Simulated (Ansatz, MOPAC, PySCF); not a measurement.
Noncovalent pair: CH4 (SMILES C) (first 5 atoms) with H2S (SMILES S); geometry from B3LYP-D3(BJ)/def2-TZVP, rigid monomers moved along the line of their centres of mass till C1···H8 is 4.18 Å.
(charge 0, multiplicity 1):
```json
[
 {"atom": "C", "x (Å)": "-0.0080", "y (Å)": "-0.0567", "z (Å)": "0.1689"},
 {"atom": "H", "x (Å)": "-0.8535", "y (Å)": "0.2177", "z (Å)": "0.7981"},
 {"atom": "H", "x (Å)": "-0.2160", "y (Å)": "0.2255", "z (Å)": "-0.8621"},
 {"atom": "H", "x (Å)": "0.8882", "y (Å)": "0.4591", "z (Å)": "0.5116"},
 {"atom": "H", "x (Å)": "0.1503", "y (Å)": "-1.1334", "z (Å)": "0.2223"},
 {"atom": "S", "x (Å)": "0.5708", "y (Å)": "-0.0926", "z (Å)": "5.3013"},
 {"atom": "H", "x (Å)": "0.5080", "y (Å)": "1.0156", "z (Å)": "4.5467"},
 {"atom": "H", "x (Å)": "0.5898", "y (Å)": "-0.8907", "z (Å)": "4.2226"}
]
```

Monomers are frozen at their geometry in the pair; levels with a basis set take the counterpoise correction. Rows marked so take none.

Frozen-core correlation. CBS: X⁻³ extrapolation of the correlation energy, Hartree–Fock from the larger set. Rows in 6-311+G**, 6-31G*, STO-3G carry no dispersion term and start afresh at each structure (6-31G* with six Cartesian d functions). MP2/6-31G* freezes PySCF's default core. The state that PM3, PM6 reach isn't checked.

Codes used: Ansatz (Gaussian basis) for Hartree–Fock, density functionals and correlated methods; MOPAC for PM3, PM6 (differences of heats of formation); PySCF for 6-311+G** rows, 6-31G* rows, STO-3G rows, the dispersion terms. Each number belongs to the level named beside it.

Other levels give for the interaction energy: PBE/def2-TZVPPD -0.6; B3LYP/def2-TZVPPD 0.2; B3LYP-D3(BJ)/def2-TZVPPD -0.9; wB97M-V/def2-TZVPPD -1.0; CCSD(T)/CBS(aug-cc-pV(D+d)Z, aug-cc-pV(T+d)Z) -1.1 kJ/mol.

What do these common cheap choices give for the same quantity: PM3, PM6, HF/STO-3G (no counterpoise), BP86/6-31G* (no counterpoise), B3LYP/6-31G* (no counterpoise), B3LYP/6-311+G** (no counterpoise), MP2/6-31G*, MP2/6-31G* (no counterpoise)?

PM3 -0.1; PM6 -0.3; HF/STO-3G (no counterpoise) -0.1; BP86/6-31G* (no counterpoise) 0.3; B3LYP/6-31G* (no counterpoise) -0.1; B3LYP/6-311+G** (no counterpoise) -0.2; MP2/6-31G* -0.5; MP2/6-31G* (no counterpoise) -0.7 kJ/mol. They span -0.7 to 0.3 kJ/mol.

Ansatz is a program for electronic structure.
